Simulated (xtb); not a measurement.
xtb input for C2H3N, SMILES [C-]#[N+]C, GFN2-xTB. 

```
$ xtb mol.xyz --gfn 2 --sp --chrg 0 --uhf 0 --json
$ cat mol.xyz
6

C      0.00000000    -0.00000000    -1.09242525
N      0.00000000     0.00000001     0.30402495
C      0.00000000    -0.00000000     1.46553616
H      0.89131153     0.51459895    -1.45561337
H     -0.00000000    -1.02919791    -1.45561336
H     -0.89131153     0.51459895    -1.45561336
```

Program output:

```
[banner left out]
          |                Calculation Setup                |
           -------------------------------------------------



           -------------------------------------------------
          |                 G F N 2 - x T B                 |
           -------------------------------------------------

        Reference                      10.1021/acs.jctc.8b01176
      * Hamiltonian:
        H0-scaling (s, p, d)           1.850000    2.230000    2.230000
        zeta-weighting                 0.500000
      * Dispersion:
        s8                             2.700000
        a1                             0.520000
        a2                             5.000000
        s9                             5.000000
      * Repulsion:
        kExp                           1.500000    1.000000
        rExp                           1.000000
      * Coulomb:
        alpha                          2.000000
        third order                    shell-resolved
        anisotropic                    true
        a3                             3.000000
        a5                             4.000000
        cn-shift                       1.200000
        cn-exp                         4.000000
        max-rad                        5.000000


          ...................................................
          :                      SETUP                      :
          :.................................................:
          :  # basis functions                  15          :
          :  # atomic orbitals                  15          :
          :  # shells                            9          :
          :  # electrons                        16          :
          :  max. iterations                   250          :
          :  Hamiltonian                  GFN2-xTB          :
          :  restarted?                      false          :
          :  GBSA solvation                  false          :
          :  PC potential                    false          :
          :  electronic temp.          300.0000000     K    :
          :  accuracy                    1.0000000          :
          :  -> integral cutoff          0.2500000E+02      :
          :  -> integral neglect         0.1000000E-07      :
          :  -> SCF convergence          0.1000000E-05 Eh   :
          :  -> wf. convergence          0.1000000E-03 e    :
          :  Broyden damping             0.4000000          :
          :  net charge                          0          :
          :  unpaired electrons                  0          :
          ...................................................

 iter      E             dE          RMSdq      gap      omega  full diag
   1     -8.7168734 -0.871687E+01  0.764E+00    6.06       0.0  T
   2     -8.7310534 -0.141800E-01  0.641E+00    5.29       1.0  T
   3     -8.8066533 -0.755998E-01  0.330E+00    5.65       1.0  T
   4     -8.8066142  0.390413E-04  0.614E-01    5.86       1.0  T
   5     -8.8086455 -0.203128E-02  0.296E-01    5.83       1.0  T
   6     -8.8086833 -0.377717E-04  0.688E-02    5.88       1.0  T
   7     -8.8087047 -0.214332E-04  0.280E-02    5.88       1.5  T
   8     -8.8087064 -0.168843E-05  0.122E-02    5.89       3.3  T
   9     -8.8087067 -0.326815E-06  0.603E-03    5.88       6.8  T
  10     -8.8087069 -0.194064E-06  0.296E-04    5.89     137.9  T
  11     -8.8087069 -0.111530E-09  0.212E-04    5.89     192.5  T

   *** convergence criteria satisfied after 11 iterations ***

         #    Occupation            Energy/Eh            Energy/eV
      -------------------------------------------------------------
         1        2.0000           -0.6631764             -18.0459
         2        2.0000           -0.6383535             -17.3705
         3        2.0000           -0.5643030             -15.3555
         4        2.0000           -0.5390890             -14.6694
         5        2.0000           -0.5390890             -14.6694
         6        2.0000           -0.4551887             -12.3863
         7        2.0000           -0.4551887             -12.3863
         8        2.0000           -0.4200304             -11.4296 (HOMO)
         9                         -0.2037554              -5.5445 (LUMO)
        10                         -0.2037554              -5.5445
        11                          0.0642772               1.7491
        12                          0.1322670               3.5992
        13                          0.1995367               5.4297
       ...                                ...                  ...
        15                          1.0109449              27.5092
      -------------------------------------------------------------
                  HL-Gap            0.2162750 Eh            5.8851 eV
             Fermi-level           -0.3118929 Eh           -8.4870 eV

 SCC (total)                   0 d,  0 h,  0 min,  0.002 sec
 SCC setup                      ...        0 min,  0.000 sec (  3.889%)
 Dispersion                     ...        0 min,  0.000 sec (  2.074%)
 classical contributions        ...        0 min,  0.000 sec (  1.034%)
 integral evaluation            ...        0 min,  0.000 sec ( 10.517%)
 iterations                     ...        0 min,  0.001 sec ( 56.261%)
 molecular gradient             ...        0 min,  0.000 sec ( 20.338%)
 printout                       ...        0 min,  0.000 sec (  5.435%)

         :::::::::::::::::::::::::::::::::::::::::::::::::::::
         ::                     SUMMARY                     ::
         :::::::::::::::::::::::::::::::::::::::::::::::::::::
         :: total energy              -8.650827793412 Eh    ::
         :: gradient norm              0.000065107993 Eh/a0 ::
         :: HOMO-LUMO gap              5.885141741961 eV    ::
         ::.................................................::
         :: SCC energy                -8.808706847534 Eh    ::
         :: -> isotropic ES           -0.006953438960 Eh    ::
         :: -> anisotropic ES         -0.000208073410 Eh    ::
         :: -> anisotropic XC          0.015770569563 Eh    ::
         :: -> dispersion             -0.001843935571 Eh    ::
         :: repulsion energy           0.157879054122 Eh    ::
         :: add. restraining           0.000000000000 Eh    ::
         :: total charge               0.000000000000 e     ::
         :::::::::::::::::::::::::::::::::::::::::::::::::::::

           -------------------------------------------------
          |                Property Printout                |
           -------------------------------------------------

    * Orbital Energies and Occupations

         #    Occupation            Energy/Eh            Energy/eV
      -------------------------------------------------------------
         1        2.0000           -0.6631764             -18.0459
         2        2.0000           -0.6383535             -17.3705
         3        2.0000           -0.5643030             -15.3555
         4        2.0000           -0.5390890             -14.6694
         5        2.0000           -0.5390890             -14.6694
         6        2.0000           -0.4551887             -12.3863
         7        2.0000           -0.4551887             -12.3863
         8        2.0000           -0.4200304             -11.4296 (HOMO)
         9                         -0.2037554              -5.5445 (LUMO)
        10                         -0.2037554              -5.5445
        11                          0.0642772               1.7491
        12                          0.1322670               3.5992
        13                          0.1995367               5.4297
        14                          0.1995367               5.4297
Note: The following floating-point exceptions are signalling: IEEE_DENORMAL
normal termination of xtb
        15                          1.0109449              27.5092
      -------------------------------------------------------------
                  HL-Gap            0.2162750 Eh            5.8851 eV
             Fermi-level           -0.3118929 Eh           -8.4870 eV

     #   Z          covCN         q      C6AA      α(0)
     1   6 C        3.684    -0.038    21.466     6.634
     2   7 N        1.820    -0.001    21.974     6.946
     3   6 C        0.912    -0.155    40.473    10.648
     4   1 H        0.924     0.065     2.144     2.290
     5   1 H        0.924     0.065     2.144     2.290
     6   1 H        0.924     0.065     2.144     2.290

 Mol. C6AA /au·bohr⁶  :        401.564713
 Mol. C8AA /au·bohr⁸  :       9262.556698
 Mol. α(0) /au        :         31.095879


Wiberg/Mayer (AO) data.
largest (>0.10) Wiberg bond orders for each atom

 ---------------------------------------------------------------------------
     #   Z sym  total        # sym  WBO       # sym  WBO       # sym  WBO
 ---------------------------------------------------------------------------
     1   6 C    3.980 --     2 N    1.026     6 H    0.962     4 H    0.962
                             5 H    0.962
     2   7 N    3.674 --     3 C    2.649     1 C    1.026
     3   6 C    2.816 --     2 N    2.649
     4   1 H    0.996 --     1 C    0.962
     5   1 H    0.996 --     1 C    0.962
     6   1 H    0.996 --     1 C    0.962
 ---------------------------------------------------------------------------

Topologies differ in total number of bonds
Writing topology from bond orders to xtbtopo.mol

molecular dipole:
                 x           y           z       tot (Debye)
 q only:       -0.000       0.000      -0.886
   full:       -0.000      -0.000      -1.336       3.395
molecular quadrupole (traceless):
                xx          xy          yy          xz          yz          zz
 q only:        0.125      -0.000       0.125       0.000      -0.000      -0.250
  q+dip:        0.859      -0.000       0.859      -0.000      -0.000      -1.718
   full:        1.478      -0.000       1.478      -0.000      -0.000      -2.957


           -------------------------------------------------
          | TOTAL ENERGY               -8.650827793412 Eh   |
          | GRADIENT NORM               0.000065107993 Eh/α |
          | HOMO-LUMO GAP               5.885141741961 eV   |
           -------------------------------------------------

------------------------------------------------------------------------
------------------------------------------------------------------------
 total:
 SCF:
```

Self-consistency was reached.
